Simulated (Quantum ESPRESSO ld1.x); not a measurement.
Task: Coherent X-ray form factor from a spherical all-electron density. Method: scalar-relativistic Kohn-Sham, LDA (Slater exchange, VWN5 correlation), spin-polarised, spherical densities, point nucleus; computed with ld1.x of Quantum ESPRESSO 7.5.

sin(theta)/lambda (1/angstrom),f0 (electrons)
0.05,12.898
0.1,12.603
0.15,12.147
0.2,11.578
0.25,10.945
0.3,10.295
0.4,9.076
0.5,8.062
0.6,7.240
0.8,5.915
1,4.766
1.25,3.556
1.5,2.675
2,1.736

The species is in the configuration that NIST lists as its ground one. Which atom or ion scatters so?

Result: The potassium ion K6+, [Ne] 3s2 3p1. Extrapolating in s^2 from the first two rows gives f0(0) = 13.0, near the electron count 13; among species with that count, the fall with angle is slower the higher Z, and the table is that of Z = 19; from so few rows the species is fixed only to a neighbour or two.
